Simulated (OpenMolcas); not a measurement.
# Ti I: Racah parameters, the spin-orbit constant, thermal populations, worked from levels

* Program: OpenMolcas
* Basis: ANO-R1 [5s4p3d1f]
* Scalar Hamiltonian: X2C, finite nucleus
* Active space: 2 electrons in 5 orbitals (3d)
* State averaging: 2S+1 = 3 even, 10 roots; 2S+1 = 1 even, 15 roots
* Spin-orbit coupling: state interaction with AMFI integrals over the reference wave functions, term energies averaged over their components

Methods: CASSCF; SS-CASPT2, IPEA 0.25 Eh, imaginary shift 0.1 Eh (closed shells correlated: 3s 3p 4s). Measured levels: NIST Handbook of Basic Atomic Spectroscopic Data.

**Racah parameters.** Above ³F, d2 has ³P at 15B, ¹G at 12B + 2C and ¹D at 5B + 2C. The first two fix B and C, and the third tests them; where it misses by thousands of cm-1, two parameters do not describe the configuration (Trees and configuration-interaction terms are left out) and B and C hang on the terms chosen. Term energies are centres of gravity, weighted by 2J + 1.

| Source | ³P | ¹G | B | C | C/B | ¹D from B, C | ¹D found |
| --- | --- | --- | --- | --- | --- | --- | --- |
| CASSCF | 12610 | 16051 | 841 | 2982 | 3.55 | 10169 | 10350 |
| SS-CASPT2 | 10157 | 13596 | 677 | 2735 | 4.04 | 8855 | 6862 |
| measured | 8325 | 11896 | 555 | 2618 | 4.72 | 8011 | 7033 |

Energies in cm-1. From CASSCF to SS-CASPT2, B changes by -19.5 % and C by -8.3 %. Against the measured terms, SS-CASPT2 has B off by +22.0 % and C by +4.5 %.

**The spin-orbit constant.** For the Hund term ³F of d2, E(J) = (A/2) J(J+1) + constant and ζ = 2S·A = 2A. From J = 2 to J = 4 the energy changes by 7 A.

| Source | E(4) - E(2) | A | ζ |
| --- | --- | --- | --- |
| CASSCF | 407.6 | 58.2 | 116 |
| SS-CASPT2 | 408.8 | 58.4 | 117 |
| measured | 386.9 | 55.3 | 111 |

All in cm-1. SS-CASPT2 is off by +5.7 % and CASSCF by +5.4 %. Both methods take the spin-orbit matrix elements from the reference wave functions, so the second can move ζ only through the term energies and any multistate remixing. Second-order mixing with other terms is absorbed into this ζ.

**Thermal populations.** Z = Σ (2J + 1) exp(-E/kT) with k = 0.695035 cm-1/K, over the levels below. No other level of either list lies under 6510 cm-1, which is above 7 kT at each temperature.

| Level | 2J + 1 | SS-CASPT2 | measured |
| --- | --- | --- | --- |
| 3d² 4s² ³F₂ | 5 | 0.0 | 0.0 |
| 3d² 4s² ³F₃ | 7 | 178 | 170 |
| 3d² 4s² ³F₄ | 9 | 409 | 387 |

```tsv
T (K)	Z, SS-CASPT2	Z, measured levels	Ground level (%), SS-CASPT2	Ground level (%), measured levels
300	9.247	9.504	54.1	52.6
1000	15.415	15.638	32.4	32.0
```

At 1000 K, kT = 695 cm-1, and the computed levels give Z = 5.000 + 5.418 + 4.997 = 15.415.

CASPT2 breaks the degeneracy within a term, and the mean is taken; among the terms shown or strongly mixed into the levels shown the widest spread is 880 cm-1 (3d² 4s² ¹G, SS-CASPT2). With the s shell closed, the reference lacks s² → p², s² → d² and s → d mixing, so excited terms can stand far too high and out of order, with CASPT2 too. Without dynamic correlation excited terms often stand tens of per cent too high (terms of higher spin than the ground term too low), and those without a measured partner can miss by more than the paired ones (holds for CASSCF). Some terms miss by over 15 % even with CASPT2, which points to a basis or an active space too small for the shells correlated (holds for SS-CASPT2). Computed and measured levels are paired by configuration, term and J; levels that our copy of the source lacks, or whose pairing is in doubt (as where it misses far off the trend of its configuration), stay unpaired and out of the deviations. Levels of configurations outside the active space are missing.
